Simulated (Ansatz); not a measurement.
The lowest singlet and triplet of AsH (SMILES [AsH]); geometries from B3LYP-D3(BJ)/def2-TZVP, each state relaxed from the structure named, with no frequency check, low spin by broken symmetry.
Singlet (charge 0, multiplicity 1):
```xyz
2

As     0.0000     0.0000    -0.0452
H      0.0000     0.0000     1.4900
```
Triplet (charge 0, multiplicity 3):
```
atom   x (Å)   y (Å)    z (Å)
----  ------  ------  -------
As    0.0000  0.0000  -0.0452
H     0.0000  0.0000   1.4904
```

A positive gap puts the triplet lower; no zero-point energy. R- takes a restricted singlet, here one determinant of a half-filled degenerate or near-degenerate pair, which mixes singlet states. U- takes an unrestricted singlet (broken symmetry where lower, unprojected). The triplet is unrestricted in single-reference levels.

Run with Ansatz (a quantum-chemistry and plane-wave program). Values without a source in brackets are computed.

Problem. One of these levels gives 43.82 kcal/mol for the gap E(singlet) − E(triplet), adiabatic. Which one is it?
A. R-PBE/def2-TZVPP
B. U-B3LYP/def2-TZVPP (spin-contaminated)
C. R-HF/cc-pVTZ
D. U-SVWN5/def2-TZVPP (spin-contaminated)

Solution. C, R-HF/cc-pVTZ. The others give 8.35 (U-SVWN5/def2-TZVPP (spin-contaminated)), 32.29 (R-PBE/def2-TZVPP), 6.38 (U-B3LYP/def2-TZVPP (spin-contaminated))

Doubts at one or more of the structures used: a restricted determinant that unrestricted orbitals would lower (R-HF/cc-pVTZ, R-PBE/def2-TZVPP).
